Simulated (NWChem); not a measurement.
Everything below was run with NWChem. System: I (-1), charge -1, spin multiplicity 1. Level: CR-CCSD(T)/def2-TZVPD with def2 effective core potentials on I, 4 core orbitals frozen.

Job file:

```
start mol
memory heap 100 mb stack 700 mb global 1900 mb
charge -1
geometry units angstroms nocenter noautoz
  I      0.000000     0.000000     0.000000
  symmetry group D2h
end
basis spherical
  * library def2-tzvpd
end
ecp
  I library def2-ecp
end
scf
  rhf
  nopen 0
  maxiter 100
  thresh 1e-7
  semidirect memsize 60000000 filesize 0
end
tce
  freeze core 4
  cr-ccsd(t)
  2eorb
  2emet 13
  thresh 1e-6
  maxiter 100
  tilesize 24
end
task tce energy
```

Part of the output:

```
             Northwest Computational Chemistry Package (NWChem) 7.3.0
             --------------------------------------------------------

                                NWChem Input Module
                                -------------------

 Scaling coordinates for geometry "geometry" by  1.889725989
 (inverse scale =  0.529177249)

                             Geometry "geometry" -> ""
                             -------------------------

 Output coordinates in angstroms (scale by  1.889725989 to convert to a.u.)

  No.       Tag          Charge          X              Y              Z
 ---- ---------------- ---------- -------------- -------------- --------------
    1 I                   53.0000     0.00000000     0.00000000     0.00000000

 Effective nuclear repulsion energy (a.u.)       0.0000000000

            Nuclear Dipole moment (a.u.)
            ----------------------------
        X                 Y               Z
 ---------------- ---------------- ----------------
     0.0000000000     0.0000000000     0.0000000000

      Symmetry information
      --------------------

 Group name             D2h
 Group number             26
 Group order               8
 No. of unique centers     1

      Symmetry unique atoms

     1


 Summary of "ao basis" -> "" (spherical)
 ------------------------------------------------------------------------------
       Tag                 Description            Shells   Functions and Types
 ---------------- ------------------------------  ------  ---------------------
 *                         def2-tzvpd                 on all atoms

 Summary of "ao basis" -> "ao basis" (spherical)
 ------------------------------------------------------------------------------
       Tag                 Description            Shells   Functions and Types
 ---------------- ------------------------------  ------  ---------------------
 I                         def2-tzvpd               19       59   7s6p4d2f

                                 NWChem SCF Module
                                 -----------------

  ao basis        = "ao basis"
  functions       =    59
  atoms           =     1
  closed shells   =    13
  open shells     =     0
  charge          =  -1.00
  wavefunction    = RHF
  use symmetry    = T
  symmetry adapt  = T

 Summary of "ao basis" -> "ao basis" (spherical)
 ------------------------------------------------------------------------------
       Tag                 Description            Shells   Functions and Types
 ---------------- ------------------------------  ------  ---------------------
 I                         def2-tzvpd               19       59   7s6p4d2f

      Symmetry analysis of basis
      --------------------------

        ag         15
        au          2
        b1g         4
        b1u        10
        b2g         4
        b2u        10
        b3g         4
        b3u        10

 Forming initial guess at       0.0s

      Superposition of Atomic Density Guess
      -------------------------------------

 Sum of atomic energies:        -347.16239475

 Renormalizing density from      25.00 to     26

      Non-variational initial energy
      ------------------------------

 Total energy =    -299.178687
 1-e energy   =    -538.070399
 2-e energy   =     238.891713
 HOMO         =       0.048691
 LUMO         =       0.192306

      Symmetry analysis of molecular orbitals - initial
      -------------------------------------------------

 !! scf_movecs_sym_adapt:   52 vectors were symmetry contaminated
[...]
    25      1.296832  1 I  pz                22     -0.726607  1 I  pz
    19      0.153448  1 I  pz                16     -0.151693  1 I  pz

 Vector   15  Occ=0.000000D+00  E= 1.852854D-01  Symmetry=b3u
              MO Center= -8.9D-19,  3.8D-34, -2.2D-34, r^2= 2.1D+01
   Bfn.  Coefficient  Atom+Function         Bfn.  Coefficient  Atom+Function
  ----- ------------  ---------------      ----- ------------  ---------------
    23      1.296832  1 I  px                20     -0.726607  1 I  px
    17      0.153448  1 I  px                14     -0.151693  1 I  px

 Vector   16  Occ=0.000000D+00  E= 1.852854D-01  Symmetry=b2u
              MO Center= -9.3D-36, -2.9D-19, -1.0D-35, r^2= 2.1D+01
   Bfn.  Coefficient  Atom+Function         Bfn.  Coefficient  Atom+Function
  ----- ------------  ---------------      ----- ------------  ---------------
    24      1.296832  1 I  py                21     -0.726607  1 I  py
    18      0.153448  1 I  py                15     -0.151693  1 I  py

 center of mass
 --------------
 x =   0.00000000 y =   0.00000000 z =   0.00000000

 moments of inertia (a.u.)
 ------------------
           0.000000000000           0.000000000000           0.000000000000
           0.000000000000           0.000000000000           0.000000000000
           0.000000000000           0.000000000000           0.000000000000

  Mulliken analysis of the total density
  --------------------------------------

    Atom       Charge   Shell Charges
 -----------   ------   -------------------------------------------------------
    1 I   25    26.00   0.18 -0.76  1.58  1.01  1.04  0.89  0.06 -0.49  6.45  1.35  2.82  1.72  0.16  9.23  0.75  0.02 -0.00  0.00  0.00

       Multipole analysis of the density wrt the origin
       ------------------------------------------------

     L   x y z        total         open         nuclear
     -   - - -        -----         ----         -------
     0   0 0 0     -1.000000      0.000000     25.000000

     1   1 0 0      0.000000      0.000000      0.000000
     1   0 1 0      0.000000      0.000000      0.000000
     1   0 0 1     -0.000000      0.000000      0.000000

     2   2 0 0    -25.405887      0.000000      0.000000
     2   1 1 0     -0.000000      0.000000      0.000000
     2   1 0 1     -0.000000      0.000000      0.000000
     2   0 2 0    -25.405887      0.000000      0.000000
     2   0 1 1     -0.000000      0.000000      0.000000
     2   0 0 2    -25.405887      0.000000      0.000000

                   NWChem Extensible Many-Electron Theory Module
                   ---------------------------------------------


            General Information
            -------------------
      Number of processors :     1
         Wavefunction type : Restricted Hartree-Fock
          No. of electrons :    26
           Alpha electrons :    13
            Beta electrons :    13
           No. of orbitals :   118
            Alpha orbitals :    59
             Beta orbitals :    59
        Alpha frozen cores :     4
         Beta frozen cores :     4
     Alpha frozen virtuals :     0
      Beta frozen virtuals :     0
         Spin multiplicity : singlet
    Number of AO functions :    59
       Number of AO shells :    19
        Use of symmetry is : on
      Symmetry adaption is : on
         Schwarz screening : 0.10D-09

          Correlation Information
          -----------------------
          Calculation type : Coupled-cluster singles & doubles w/ perturbation
   Perturbative correction : Completely renormalized (T)
            Max iterations :      100
        Residual threshold : 0.10D-05
     T(0) DIIS level shift : 0.00D+00
     L(0) DIIS level shift : 0.00D+00
     T(1) DIIS level shift : 0.00D+00
     L(1) DIIS level shift : 0.00D+00
     T(R) DIIS level shift : 0.00D+00
     T(I) DIIS level shift : 0.00D+00
   CC-T/L Amplitude update :  5-th order DIIS
                I/O scheme : Global Array Library
        L-threshold :  0.10D-05
        EOM-threshold :  0.10D-05
 no EOMCCSD initial starts read in
 TCE RESTART OPTIONS
 SLICE:      F
 D4D5:       F
 quantumc:   F
 qrotation:  F
 pwtce:      F
 qducc:      F
 nacto:                         0
 nrotv:                         0
 nrot:                          0

            Memory Information
            ------------------
          Available GA space size is     249033319 doubles
          Available MA space size is     104841396 doubles

 Maximum block size supplied by input
 Maximum block size        24 doubles

 tile_dim =     11

 -------------------------------------------------

 Global array virtual files algorithm will be used

 Parallel file system coherency ......... OK

 4-electron integrals stored in orbital form

 v2    file size   =           246115
 4-index algorithm nr.  13 is used
 imaxsize =       30
 imaxsize ichop =        0


CCSD iterations
 ---------------------------------------------------------
 Iter          Residuum       Correlation     Cpu    Wall
 ---------------------------------------------------------
    1   0.2041817142996  -0.5023263622687     1.5     1.5
    2   0.0332731422878  -0.4653721479100     1.5     1.5
    3   0.0069374881689  -0.4753314531662     1.5     1.5
    4   0.0019051657422  -0.4746433796079     1.5     1.5
    5   0.0006142295816  -0.4749926031408     1.5     1.5
    6   0.0001732202721  -0.4750138766965     1.5     1.5
    7   0.0001109015095  -0.4750236034291     1.5     1.5
    8   0.0000359472479  -0.4750242417929     1.5     1.5
    9   0.0000250084055  -0.4750248676208     1.5     1.5
   10   0.0000105271771  -0.4750251755208     1.5     1.5
   11   0.0000012220551  -0.4750255140316     1.5     1.5
   12   0.0000007157346  -0.4750255493442     1.5     1.5
 -----------------------------------------------------------------
 Iterations converged
 CCSD correlation energy / hartree =        -0.475025549344170
 CCSD total energy / hartree       =      -297.218566067385837

 Singles contributions

 Doubles contributions
 CR-CCSD(T)

 CR-CCSD[T]  correction energy / hartree =        -0.007766246634481
 CR-CCSD[T] correlation energy / hartree =        -0.482791795978651
 CR-CCSD[T] total energy / hartree       =      -297.226332314020340
 CR-CCSD(T)  correction energy / hartree =        -0.007621144605007
 CR-CCSD(T) correlation energy / hartree =        -0.482646693949176
 CR-CCSD(T) total energy / hartree       =      -297.226187211990862

 Task  times  cpu:       28.2s     wall:       28.2s

 Total times  cpu:       28.2s     wall:       28.2s
```
